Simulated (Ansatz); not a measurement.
Geometry optimisation, Ansatz 0.2.0, RKS B3LYP-D4/6-31G*.

Input file:

```yaml
crystal:
  periodic: [false, false, false]
  atoms:
    - { symbol: Al, position_ang: [-0.226, 1.8161, 1.6861] }
    - { symbol: Si, position_ang: [-1.5055, 1.0948, -0.1957] }
    - { symbol: Si, position_ang: [-0.6524, -0.7727, -1.0581] }
    - { symbol: C, position_ang: [0.5304, -1.7152, 0.1126] }
    - { symbol: Si, position_ang: [1.6585, -0.7952, -0.9489] }
    - { symbol: H, position_ang: [-0.7283, 3.2032, 2.4377] }
    - { symbol: H, position_ang: [1.0398, 1.0565, 2.1696] }
    - { symbol: H, position_ang: [-2.849, 0.8484, 0.2112] }
    - { symbol: H, position_ang: [-1.4932, 2.1595, -1.187] }
    - { symbol: H, position_ang: [-1.1666, -1.4936, -2.1786] }
    - { symbol: H, position_ang: [0.4471, -2.8188, -0.0498] }
    - { symbol: H, position_ang: [0.426, -1.3711, 1.1852] }
    - { symbol: H, position_ang: [2.2055, 0.3842, -0.2456] }
    - { symbol: H, position_ang: [2.3009, -1.6253, -1.9097] }
basis:
  gaussian: { orbitals: "6-31G*" }
hamiltonian:
  xc: b3lyp
  dispersion: d4
relax:
  f_tol: 0.015
  max_steps: 40
```

Launched with:

```bash
$ ansatz run input.yaml --threads 2 --pin off --max-ram 3072MiB --backend cpu --events-out ev --progress --plain --runs-dir out
```

Task: Where does it end, and by what steps?

Result: It converged. After 29 steps the energy has fallen by 0.730 eV; H6 moved furthest, 2.17 Å.

| step | energy less start (eV) | largest force component (eV/Å) | accepted |
| --- | --- | --- | --- |
| 0 | 0.0000 | 1.974 | yes |
| 2 | -0.6183 | 0.280 | yes |
| 4 | -0.6322 | 0.093 | yes |
| 6 | -0.6391 | 0.106 | yes |
| 8 | -0.6435 | 0.018 | yes |
| 10 | -0.6459 | 0.087 | yes |
| 12 | -0.6503 | 0.026 | yes |
| 14 | -0.6537 | 0.164 | yes |
| 16 | -0.6573 | 0.143 | yes |
| 18 | -0.6625 | 0.079 | yes |
| 20 | -0.6691 | 0.091 | yes |
| 22 | -0.6818 | 0.231 | yes |
| 24 | -0.7105 | 0.357 | yes |
| 26 | -0.7186 | 0.211 | no |
| 28 | -0.7292 | 0.068 | yes |
| 29 | -0.7299 | 0.014 | yes |

```xyz
14
Properties=species:S:1:pos:R:3
Al 0.208 1.698 1.348
Si -1.706 1.023 -0.067
Si -0.700 -0.744 -1.207
C 0.348 -1.814 0.009
Si 1.498 -0.481 -0.696
H 0.943 3.077 1.065
H 0.472 0.885 2.689
H -2.934 0.557 0.648
H -2.135 2.046 -1.066
H -1.176 -1.437 -2.432
H 0.574 -2.812 -0.378
H 0.095 -1.852 1.068
H 1.674 0.654 0.298
H 2.827 -0.828 -1.250
```

Time of the run: 94 s on 2 threads of AMD EPYC 9R14 (Zen 4), on a shared host, peak memory 0.29 GiB.
